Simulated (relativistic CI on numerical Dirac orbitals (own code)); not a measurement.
## Hyperfine structure of Os LXXI, mass number 189

Method of calculation: Dirac-Coulomb-Breit CI, KLI orbitals optimised for each configuration, model QED (radiative potential, 1s self-energy scaled to tabulated hydrogen-like ionisation energies), unscaled Slater integrals (own radial code, finite nucleus).

Configuration list (outside the closed core 1s2): 2s2 2p2, 2s 2p3, 2p4, 2p3 3s, 2p3 3p, 2s2 2p 3s, 2p3 3d, 2s2 2p 3p, 2s2 2p 3d, 2s 2p2 3s, 2s 2p2 3p, 2s 2p2 3d, 2s2 2p 4s, 2s2 2p 4p, 2s2 2p 4d, 2s2 2p 4f. Levels of other configurations are missing.

Nuclear spin I = 3/2, μ = 0.6576 μN, Q = 0.86 b (tables of Stone and Pyykkö). The electronic factors are computed for point nuclear moments, without core polarisation or the Bohr-Weisskopf and QED corrections.

```tsv
Level	E (eV)	A (GHz)	B (GHz)
2s2 2p2 3P_1	1598.94	-443.6	792
2s2 2p2 1D_2	1617.37	1261	1510
2s2 2p2 3P_2	3242.47	412.9	74.9
2s 2p3 5S°_2	3484.56	2298	217
2s 2p3 3D°_3	3530.12	2876	-3.63
2s 2p3 3S°_1	3620.63	-2939	-423
2s 2p3 1D°_2	3629.69	-245.9	-142
2s 2p3 3P°_1	3634.21	7442	244
```

Levels with J = 0, under 50 % of one LS term, or S terms without an open s electron are left out. Small factors come from cancelling terms and can be off by tens of per cent or more.

At this charge energies of transitions that change n are usually good to better than 1 %, and those within a shell (Δn = 0) to a few per cent.

(1) Give the hyperfine levels of 2s2 2p2 3P_1 relative to its centre of gravity.

Results:

(1) With K = F(F + 1) − I(I + 1) − J(J + 1), E = AK/2 + B[¾K(K + 1) − I(I + 1)J(J + 1)]/[2I(2I − 1)J(2J − 1)]: F = 1/2: 2100, F = 3/2: -348.9, F = 5/2: -467.3 GHz.

LS names give the leading component of a level, which can be under half, so a name can repeat, a term be missing and a line seem to break the LS rules.
